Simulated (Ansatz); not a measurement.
One change: `C#[C][GaH2]` becomes `C#CO`.

Ansatz, PBE0-D4/def2-TZVP geometries, multiplicity 1. Each molecule was computed in one conformer, which needn't be the lowest.

Scalar relativity is left out up to krypton.

| property | `C#[C][GaH2]` |
| --- | --- |
| LUMO energy (PBE/def2-TZVPP) / eV | -2.80 |
| HOMO–LUMO gap (PBE0/def2-TZVPP) / eV | 5.96 |
| HOMO energy (B3LYP/def2-TZVPP) / eV | -7.72 |
| HOMO–LUMO gap (ωB97M-V/def2-TZVPP) / eV | 9.93 |
| LUMO energy (B3LYP/def2-TZVPP) / eV | -2.26 |
| HOMO energy (PBE0/def2-TZVPP) / eV | -7.94 |

Question: What does the change do to each property? (Best estimate.)

Answer: The calculation gave: 
| property | `C#CO` | shift |
| --- | --- | --- |
| LUMO energy (PBE/def2-TZVPP) / eV | -0.54 | 2.26 |
| HOMO–LUMO gap (PBE0/def2-TZVPP) / eV | 7.69 | 1.73 |
| HOMO energy (B3LYP/def2-TZVPP) / eV | -7.06 | 0.66 |
| HOMO–LUMO gap (ωB97M-V/def2-TZVPP) / eV | 11.48 | 1.55 |
| LUMO energy (B3LYP/def2-TZVPP) / eV | -0.02 | 2.24 |
| HOMO energy (PBE0/def2-TZVPP) / eV | -7.29 | 0.65 |

With PBE0 the HOMO rises by 0.65 eV and the LUMO rises by 2.39 eV, so the gap widens by about 1.74 eV. PBE moves the HOMO by 0.79 eV and ωB97M-V by 0.59 eV. The zero-point energy changes by 1.2 kJ/mol with -3 modes.

B3LYP here is the variant with VWN-RPA as its local correlation; programs differ in this.
